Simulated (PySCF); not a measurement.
B3H8N4(+)

B3H8N4(+) is a small molecule (built as: end group NH3+), charge +1, singlet. The structure, one conformer, was relaxed in the gas phase by PBE0-D3(BJ)/def2-SVP. No frequency run checks that it is a minimum.

SMILES: [NH3+]N1BNBNB1

Coordinates in Å:
```
B1     -0.023   -1.289   -0.068
N2     -1.417   -1.163    0.021
B3     -2.104    0.094    0.130
N4     -1.295    1.280    0.147
B5      0.104    1.264    0.064
N6      0.725   -0.043   -0.042
N7      2.130   -0.097   -0.129
H8      0.578   -2.330   -0.161
H9     -1.977   -2.008    0.007
H10    -3.300    0.149    0.202
H11    -1.766    2.175    0.223
H12     0.819    2.237    0.074
H13     2.510    0.863   -0.102
H14     2.551   -0.622    0.653
H15     2.452   -0.537   -1.005
```

Shieldings: GIAO PBE0/pcSseg-1. Shifts are against computed references at the same level: H TMS (σ 31.27 ppm). Core levels by delta-SCF with SCAN, pcX-2 on the ionised atom and pcseg-1 elsewhere, spin-free X2C; from the vacuum level, for chosen atoms.

**Question.** Give the NMR and core-level values of the distinct atoms.

**Answer.** 
```
      atoms  bonded to  σ (ppm)  δ (ppm)  core level (eV)
         B1  2 N + 1 H     73.3        -        1s 200.72
         N2  2 B + 1 H    116.5        -        1s 409.04
         B3  2 N + 1 H     70.7        -                -
         N4  2 B + 1 H    118.6        -                -
         B5  2 N + 1 H     72.9        -        1s 200.75
         N6  2 B + 1 N    106.4        -        1s 411.26
         N7  1 N + 3 H    173.0        -        1s 415.56
         H8        1 B    26.09     5.18                -
         H9        1 N    24.44     6.83                -
        H10        1 B    26.09     5.18                -
        H11        1 N    24.56     6.71                -
        H12        1 B    26.30     4.97                -
H13 H14 H15        1 N    24.66     6.61                -
```

Values are those of this one static structure, with the three H of a rotating XH3 group averaged; atoms that internal rotation interchanges would show their mean in an NMR spectrum.

The core-hole states of B1, B5 are spin-contaminated (⟨S²⟩ 0.82, 0.82 against 0.75 for a pure doublet), so those values and differences from them are less sure.

**Question.** Which of N2, N6, N7 holds its core electrons tightest, and by how much against the loosest?

**Answer.** N7 (bonded to 1 N + 3 H), by 6.52 eV over N2 (bonded to 2 B + 1 H).

**Question.** By CAM-B3LYP/def2-SVPD (TDDFT singlets, Tamm-Dancoff triplets, ionisation by delta-SCF), where does absorption start, and what does vertical ionisation take?

**Answer.** The lowest singlet lies at 6.90 eV (f 0.012), the strongest of the first 6 at 7.86 eV (f 0.317), the lowest triplet at 6.16 eV; vertical ionisation takes 14.75 eV.

The 3 runs behind this took 5.3 min in all, one thread each of Arm Neoverse V1 on a shared host, launched as `OMP_NUM_THREADS=1 python cluster_run.py task.json out`.
